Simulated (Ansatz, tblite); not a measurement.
Spin states of the cluster PtSe₂⁺, each relaxed with PBE-D4/def2-TZVP in Ansatz. Electronic energies in the gas phase.

In the def2 sets Pt takes a core potential; there is no spin–orbit coupling. The xTB rows come from tblite. LC-ωPBE has ω = 0.4 bohr⁻¹. Correlated methods freeze 18 core orbitals; core or outer-core shells of Pt, Se are correlated, in sets that lack core-valence functions. The rows differ in basis, and correlated rows in double-zeta sets carry the largest basis error. In CCSD on the charge 1 quartet the largest single amplitude is 0.21, so its Hartree–Fock determinant may place the open shell otherwise than the density functionals do. The structure comes from a short search, and lower isomers may exist.

Doublet geometry (C2v within 0.1 Å):

```xyz
3

Pt   -0.390   -1.102   -0.748
Se    1.229    0.106    0.490
Se   -0.839    0.996    0.258
```

Quartet geometry (C2v within 0.1 Å):

```
atom   x (Å)   y (Å)   z (Å)
 Pt1  -0.856  -0.410   0.886
 Se2  -0.530   0.482  -1.241
 Se3   1.386  -0.072   0.355
```

Run but left out: MP2/def2-SVP, MP2/def2-TZVP (doublet: ⟨S²⟩ 1.01, where a pure state has 0.75).

Only these spin states were relaxed. Higher spins weren't run and may lie lower.

```json
{"level": "GFN1-xTB", "quartet − doublet (kJ/mol)": "160.0", "lowest of these": "doublet", "remarks": "–"}
{"level": "GFN2-xTB", "quartet − doublet (kJ/mol)": "113.1", "lowest of these": "doublet", "remarks": "–"}
{"level": "HF/def2-SVP", "quartet − doublet (kJ/mol)": "47.1", "lowest of these": "doublet", "remarks": "spin-contaminated (⟨S²⟩ 1.01) (doublet), spin-contaminated (⟨S²⟩ 3.90) (quartet)"}
{"level": "HF/def2-TZVP", "quartet − doublet (kJ/mol)": "46.6", "lowest of these": "doublet", "remarks": "spin-contaminated (⟨S²⟩ 1.01) (doublet), spin-contaminated (⟨S²⟩ 3.92) (quartet)"}
{"level": "PBE-D4/def2-TZVP", "quartet − doublet (kJ/mol)": "78.5", "lowest of these": "doublet", "remarks": "–"}
{"level": "revPBE-D4/def2-TZVP", "quartet − doublet (kJ/mol)": "76.3", "lowest of these": "doublet", "remarks": "–"}
{"level": "r2SCAN-D4/def2-TZVP", "quartet − doublet (kJ/mol)": "71.2", "lowest of these": "doublet", "remarks": "–"}
{"level": "B97M-V/def2-TZVP", "quartet − doublet (kJ/mol)": "80.9", "lowest of these": "doublet", "remarks": "–"}
{"level": "PBE0-D4/def2-TZVP", "quartet − doublet (kJ/mol)": "83.2", "lowest of these": "doublet", "remarks": "–"}
{"level": "r2SCAN0-D4/def2-TZVP", "quartet − doublet (kJ/mol)": "73.5", "lowest of these": "doublet", "remarks": "–"}
{"level": "LC-ωPBE/def2-TZVP", "quartet − doublet (kJ/mol)": "87.2", "lowest of these": "doublet", "remarks": "–"}
{"level": "ωB97X-V/def2-TZVP", "quartet − doublet (kJ/mol)": "99.3", "lowest of these": "doublet", "remarks": "–"}
{"level": "RPA@PBE/def2-TZVP", "quartet − doublet (kJ/mol)": "83.7", "lowest of these": "doublet", "remarks": "–"}
{"level": "CCSD/def2-SVP", "quartet − doublet (kJ/mol)": "76.1", "lowest of these": "doublet", "remarks": "spin-contaminated (⟨S²⟩ 1.01) (doublet), spin-contaminated (⟨S²⟩ 3.90) (quartet)"}
{"level": "CCSD(T)/def2-SVP", "quartet − doublet (kJ/mol)": "76.7", "lowest of these": "doublet", "remarks": "spin-contaminated (⟨S²⟩ 1.01) (doublet), spin-contaminated (⟨S²⟩ 3.90) (quartet)"}
```

```json
{"state": "doublet", "donor atoms": "2", "mean metal–ligand distance (Å)": "2.369", "range (Å)": "2.37–2.37", "Mulliken spin on the metal (PBE0)": "0.06"}
{"state": "quartet", "donor atoms": "2", "mean metal–ligand distance (Å)": "2.329", "range (Å)": "2.33–2.33", "Mulliken spin on the metal (PBE0)": "0.73"}
```

⟨S²⟩ at PBE0-D4/def2-TZVP: doublet 0.76 (pure 0.75), quartet 3.77 (pure 3.75). The unpaired electrons of the doublet sit mostly on the ligands. The unpaired electrons of the quartet sit mostly on the ligands.

Change of the quartet − doublet gap on mixing in exact exchange, in kJ/mol: PBE to PBE0 (25 % exact exchange) 4.7; r2SCAN to r2SCAN0 (25 % exact exchange) 2.3.

The xTB methods have no spin-polarisation term.
